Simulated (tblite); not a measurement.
C4H7BF4O.
Numbering: `[CH3:1][BH:2][C@@H:3]([O:4][CH:5]([F:6])[F:7])[CH:8]([F:9])[F:10]` (hydrogens: H11, H12, H13 on C1; H14 on B2; H15 on C3; H16 on C5; H17 on C8)

Computed with GFN2-xTB (tblite), gas phase: L-BFGS steps from a force-field or distance-geometry start until the largest atomic force falls under 0.01 eV/Å.

At the end of the run (lengths in Å): O4–C5 1.344, C5–F6 1.336, C3–O4 1.446, C8–F10 1.353, C1–B2 1.555, C8–F9 1.352, C1–H13 1.088, B2–C3–O4 116.2°, O4–C3–C8 104.5°, C3–O4–C5 114.6°, F9–C8–F10 105.8°, C1–B2–C3–O4 179°, B2–C3–O4–C5 -68°, C3–O4–C5–F6 172°, H15–C3–C8–F9 -41°, H17–C8–C3–B2 -159°.

**Question.** These geometries were met on the way; a selection of coordinates is given. Order them by energy above the end point, lowest first.
A. O4–C5 1.345, C5–F6 1.336, C3–O4 1.449, C8–F10 1.358, C1–B2 1.556, C8–F9 1.346, C1–H13 1.091, B2–C3–O4 109.8°, O4–C3–C8 107.2°, C3–O4–C5 112.9°, F9–C8–F10 106.1°, C1–B2–C3–O4 119°, B2–C3–O4–C5 -94°, C3–O4–C5–F6 167°, H15–C3–C8–F9 55°, H17–C8–C3–B2 -57°
B. O4–C5 1.345, C5–F6 1.339, C3–O4 1.448, C8–F10 1.359, C1–B2 1.555, C8–F9 1.351, C1–H13 1.091, B2–C3–O4 112.5°, O4–C3–C8 105.0°, C3–O4–C5 115.0°, F9–C8–F10 106.0°, C1–B2–C3–O4 126°, B2–C3–O4–C5 -78°, C3–O4–C5–F6 162°, H15–C3–C8–F9 28°, H17–C8–C3–B2 -86°
C. O4–C5 1.369, C5–F6 1.350, C3–O4 1.457, C8–F10 1.371, C1–B2 1.573, C8–F9 1.358, C1–H13 1.105, B2–C3–O4 109.0°, O4–C3–C8 108.2°, C3–O4–C5 111.9°, F9–C8–F10 109.3°, C1–B2–C3–O4 120°, B2–C3–O4–C5 -95°, C3–O4–C5–F6 166°, H15–C3–C8–F9 62°, H17–C8–C3–B2 -57°
D. O4–C5 1.431, C5–F6 1.381, C3–O4 1.404, C8–F10 1.386, C1–B2 1.584, C8–F9 1.380, C1–H13 1.113, B2–C3–O4 109.2°, O4–C3–C8 108.6°, C3–O4–C5 110.5°, F9–C8–F10 109.5°, C1–B2–C3–O4 121°, B2–C3–O4–C5 -96°, C3–O4–C5–F6 167°, H15–C3–C8–F9 65°, H17–C8–C3–B2 -59°
E. O4–C5 1.343, C5–F6 1.338, C3–O4 1.444, C8–F10 1.359, C1–B2 1.556, C8–F9 1.350, C1–H13 1.089, B2–C3–O4 113.8°, O4–C3–C8 104.5°, C3–O4–C5 114.8°, F9–C8–F10 105.4°, C1–B2–C3–O4 144°, B2–C3–O4–C5 -56°, C3–O4–C5–F6 164°, H15–C3–C8–F9 4°, H17–C8–C3–B2 -111°

**Answer.** E (0.067 eV), B (0.110 eV), A (0.179 eV), C (0.289 eV), D (0.565 eV).

```
step  E above end (eV)  rms distance from the end, all atoms (Å)  largest force (eV/Å)  rms shift of all bonds from the end (Å)
  87             0.067                                     0.539                 0.050                                    0.003
  49             0.110                                     0.815                 0.088                                    0.004
   9             0.179                                     1.025                 0.101                                    0.004
   1             0.289                                     1.036                 0.758                                    0.013
   0             0.565                                     1.041                 3.005                                    0.033
```

Rows stand in the order of the answer.
